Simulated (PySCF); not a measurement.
# MoSBr₄: from structure and modes to constants

Method: PBE in PySCF with Mo def2-SVP with ECP28, S def2-SVP, Br def2-SVP; scalar-relativistic core potentials, no spin–orbit coupling; density-fitted integrals.

The singlet minimum has C4v symmetry. Masses (u): Mo 97.90541, S 31.97207, Br 78.91834.

```xyz
6
charge 0 multiplicity 1, angstrom
Mo    0.0000    0.0000   -0.2674
S     0.0000    0.0000   -2.3610
Br   -1.6966    1.6966    0.3217
Br    1.6966   -1.6966    0.3217
Br   -1.6966   -1.6966    0.3217
Br    1.6966    1.6966    0.3217
```

Harmonic wavenumbers (cm⁻¹): 33.6 (b1, ×1), 98.9 (e, ×2), 127.0 (a1, ×1), 138.2 (b2, ×1), 146.5 (e, ×2), 174.9 (b1, ×1), 238.2 (a1, ×1), 280.7 (e, ×2), 565.4 (a1, ×1).

Q: Find the principal moments of inertia and the rotational constants. What kind of rotor is it?

A: About the centre of mass I = 1126.5, 1126.5, 1817.2 u Å². With B = 16.8576/I this gives 0.01496, 0.01496, 0.009277 cm⁻¹. The molecule is an oblate symmetric top.

Q: What is the harmonic zero-point energy?

A: Half the sum of all 12 wavenumbers, 2330/2 = 1165 cm⁻¹, which is 13.9 kJ/mol (1 cm⁻¹ = 0.0119627 kJ/mol).

Q: Find the vibrational entropy and heat capacity at 298.15 K.

A: With u = 1.43878 ω/T, each mode gives S = R[u/(eᵘ−1) − ln(1−e⁻ᵘ)] and C = R u² eᵘ/(eᵘ−1)².
```csv
ω (cm⁻¹),u,S (J/(mol K)),C (J/(mol K))
33.6,0.162,23.45,8.30
98.9 (×2),0.477,14.54,8.16
127.0,0.613,12.51,8.06
138.2,0.667,11.84,8.01
146.5 (×2),0.707,11.37,7.98
174.9,0.844,9.97,7.84
238.2,1.149,7.60,7.46
280.7 (×2),1.355,6.40,7.15
565.4,2.728,2.15,4.63
```
The sums over all modes are S = 132.1 and C = 90.9 J/(mol K); the softest mode gives 18 % of the entropy (each member, where degenerate).

Q: Give the standard entropy (298.15 K, 1 bar) by its translational, rotational, vibrational and spin parts, and Cp.

A: Sackur–Tetrode with M = 445.55 u gives 184.9; rotation with symmetry number 4 gives 126.6; vibration 132.1; spin R ln 1 = 0.0. The total is 443.7 J/(mol K), and Cp = 4 R + 90.9 = 124.1 J/(mol K).

Other isomers or separated fragments may lie lower.
